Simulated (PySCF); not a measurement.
# Computed records: CH₈Ge₂Si, Ge₂H₅O, CH₉Ge₂N

Computed with PySCF 2.14.0. Calculation on a computer-drawn molecule: the log of a Hartree-Fock and frozen-core CCSD(T) single point meant for a local Hartree-Fock minimum, with one planted fault or none, to be diagnosed. Offsets are logged minus clean, where the clean run is the same molecule without the fault. The reference is restricted for singlets and unrestricted otherwise, and also for a bond in bohr or an excited solution. Adding or removing an electron swaps singlet and doublet. The excited solution moves the top pair (singlet) or top alpha electron (doublet) to the lowest empty orbital. Highest occupied and lowest empty are orbital energies over both spins, largest force is the largest gradient component, triples share is (T) over the correlation energy, the T1 limit is 0.02 restricted and 0.045 unrestricted, electrons count all cores, a negative frequency is imaginary (commonest isotopes), and the dipole is about the centre of nuclear charge; on germanium a core potential holds 10 electrons, which the energies leave out, and 3d is frozen in MP2 and coupled-cluster steps.

Common to all runs: meant charge 0; meant basis and core potential on germanium cc-pVDZ-PP ECP10MDF; logged SCF converged yes; possible faults no fault, one electron removed, one electron added, multiplicity raised by two, geometry at a saddle point, SCF held on an excited solution, minimal basis STO-3G, one bond length entered in bohr, all coordinates scaled.

(1) 
```xyz
12
formula=CH8Ge2Si meant_multiplicity=1 meant_basis=cc-pV(D+d)Z logged_electrons=92 logged_basis_functions=123 logged_spin_squared=0 logged_highest_occupied=-3.6819 logged_lowest_empty=-2.9661 logged_largest_force=0.16429 logged_CC_converged=no logged_dipole_magnitude=5.2152 logged_SCF_stable_within_its_kind=no logged_energy_HF=-917.8159 planted_fault=SCF_held_on_an_excited_solution HF_energy_offset_from_clean_run=212.3
Ge     0.3578     2.2125     0.4145
C     -0.9515     1.0246     0.4117
Si    -0.9198    -0.6024    -0.4745
Ge    -2.6287    -0.7274    -2.1688
H      1.6753     1.9925    -0.3090
H      0.2723     3.5498     1.1338
H     -1.8451     1.3011     0.9654
H      0.4033    -0.7815    -1.1245
H     -1.1319    -1.7405     0.4573
H     -2.3850     0.3152    -3.2704
H     -2.6719    -2.1131    -2.8322
H     -4.0167    -0.4548    -1.5678
```

Units: logged_highest_occupied, logged_lowest_empty in eV; logged_largest_force in hartree/bohr; logged_dipole_magnitude in debye; logged_energy_HF in hartree; HF_energy_offset_from_clean_run in kcal/mol.

Drawn bonds:
```csv
atom,other atom,order
1,2,2
2,3,1
3,4,1
1,5,1
1,6,1
2,7,1
3,8,1
3,9,1
4,10,1
4,11,1
4,12,1
```

Notes: CCSD not converged.

(2) 
```xyz
8
formula=Ge2H5O meant_multiplicity=2 meant_basis=cc-pVDZ logged_electrons=77 logged_basis_functions=85 logged_spin_squared=3.7605 logged_highest_occupied=-3.6402 logged_lowest_empty=-0.79919 logged_largest_force=0.13381 logged_T1_diagnostic=0.067204 logged_D1_diagnostic=0.40178 logged_triples_share=0.028002 logged_CC_converged=yes logged_dipole_magnitude=1.3999 logged_SCF_stable_within_its_kind=yes logged_energy_HF=-664.29266 logged_energy_CCSD(T)=-664.69099 planted_fault=multiplicity_raised_by_two HF_energy_offset_from_clean_run=142 CCSD(T)_energy_offset_from_clean_run=154.1
Ge    -0.1169     2.8160    -0.5847
O      0.2319     1.1045    -0.2898
Ge     1.6390     0.0285    -0.2849
H      0.9077     3.6787     0.1833
H     -1.5473     3.0610    -0.0791
H      1.2396    -1.2114     0.5099
H      1.9929    -0.3352    -1.7292
H      2.8190     0.7478     0.3782
```

Units: logged_highest_occupied, logged_lowest_empty in eV; logged_largest_force in hartree/bohr; logged_dipole_magnitude in debye; logged_energy_HF, logged_energy_CCSD(T) in hartree; HF_energy_offset_from_clean_run, CCSD(T)_energy_offset_from_clean_run in kcal/mol.

Drawn bonds:
```csv
atom,other atom,order
1,2,1
2,3,1
1,4,1
1,5,1
3,6,1
3,7,1
3,8,1
```

Notes: T1 above single-reference limit.

(3) 
```xyz
8
formula=Ge2H5O meant_multiplicity=2 meant_basis=cc-pVDZ logged_electrons=77 logged_basis_functions=85 logged_spin_squared=0.7777 logged_highest_occupied=-3.3237 logged_lowest_empty=-1.4202 logged_largest_force=0.059302 logged_dipole_magnitude=1.3818 logged_SCF_stable_within_its_kind=no logged_energy_HF=-664.32758 planted_fault=SCF_held_on_an_excited_solution HF_energy_offset_from_clean_run=120
Ge    -0.1169     2.8160    -0.5847
O      0.2319     1.1045    -0.2898
Ge     1.6390     0.0285    -0.2849
H      0.9077     3.6787     0.1833
H     -1.5473     3.0610    -0.0791
H      1.2396    -1.2114     0.5099
H      1.9929    -0.3352    -1.7292
H      2.8190     0.7478     0.3782
```

Units: logged_highest_occupied, logged_lowest_empty in eV; logged_largest_force in hartree/bohr; logged_dipole_magnitude in debye; logged_energy_HF in hartree; HF_energy_offset_from_clean_run in kcal/mol.

Drawn bonds:
```csv
atom,other atom,order
1,2,1
2,3,1
1,4,1
1,5,1
3,6,1
3,7,1
3,8,1
```

Notes: coupled-cluster numbers left out as unreliable.

(4) 
```xyz
13
formula=CH9Ge2N meant_multiplicity=1 meant_basis=cc-pVDZ logged_electrons=87 logged_basis_functions=119 logged_spin_squared=0.7582 logged_highest_occupied=3.0588 logged_lowest_empty=7.8991 logged_largest_force=0.045375 logged_T1_diagnostic=0.030443 logged_D1_diagnostic=0.20655 logged_triples_share=0.030355 logged_CC_converged=yes logged_dipole_magnitude=5.3977 logged_SCF_stable_within_its_kind=yes logged_energy_HF=-684.15515 logged_energy_CCSD(T)=-684.78384 planted_fault=one_electron_added HF_energy_offset_from_clean_run=79.95 CCSD(T)_energy_offset_from_clean_run=62.55
Ge    -1.2724     1.4449    -0.1637
C     -0.3492     0.7815    -1.7816
N      0.3511    -0.4826    -1.5603
Ge     1.9914    -0.5501    -0.7137
H     -0.2792     1.7256     0.9713
H     -1.9974     2.7566    -0.5027
H     -2.2958     0.4116     0.3169
H      0.2892     1.5789    -2.1860
H     -1.1394     0.6222    -2.5198
H      0.3714    -1.0266    -2.4048
H      1.8004    -0.3822     0.7932
H      2.5735    -1.9294    -1.0288
H      2.9438     0.5484    -1.2184
```

Units: logged_highest_occupied, logged_lowest_empty in eV; logged_largest_force in hartree/bohr; logged_dipole_magnitude in debye; logged_energy_HF, logged_energy_CCSD(T) in hartree; HF_energy_offset_from_clean_run, CCSD(T)_energy_offset_from_clean_run in kcal/mol.

Drawn bonds:
```csv
atom,other atom,order
1,2,1
2,3,1
3,4,1
1,5,1
1,6,1
1,7,1
2,8,1
2,9,1
3,10,1
4,11,1
4,12,1
4,13,1
```

Notes: highest electron not bound in this basis.

(5) 
```xyz
12
formula=CH8Ge2Si meant_multiplicity=1 meant_basis=cc-pV(D+d)Z logged_electrons=91 logged_basis_functions=123 logged_spin_squared=0.7577 logged_highest_occupied=-16.065 logged_lowest_empty=-6.0898 logged_largest_force=0.054638 logged_T1_diagnostic=0.018289 logged_D1_diagnostic=0.083033 logged_triples_share=0.027512 logged_CC_converged=yes logged_dipole_magnitude=4.2627 logged_SCF_stable_within_its_kind=yes logged_energy_HF=-917.88989 logged_energy_CCSD(T)=-918.36351 planted_fault=one_electron_removed HF_energy_offset_from_clean_run=163.2 CCSD(T)_energy_offset_from_clean_run=193.8
Ge    -1.5704    -0.6616    -1.4286
C     -0.7717     0.6548    -0.2546
Si     0.5782     0.4396     0.7572
Ge     1.8385    -1.5933     0.9754
H     -0.7958    -1.9839    -1.3246
H     -1.5385    -0.1931    -2.8905
H     -3.0353    -0.9254    -1.0513
H     -1.2473     1.6337    -0.2528
H      1.0613     1.5583     1.5951
H      2.4511    -1.9943    -0.3667
H      2.9640    -1.3507     1.9865
H      0.9477    -2.7276     1.4826
```

Units: logged_highest_occupied, logged_lowest_empty in eV; logged_largest_force in hartree/bohr; logged_dipole_magnitude in debye; logged_energy_HF, logged_energy_CCSD(T) in hartree; HF_energy_offset_from_clean_run, CCSD(T)_energy_offset_from_clean_run in kcal/mol.

Drawn bonds:
```csv
atom,other atom,order
1,2,1
2,3,2
3,4,1
1,5,1
1,6,1
1,7,1
2,8,1
3,9,1
4,10,1
4,11,1
4,12,1
```
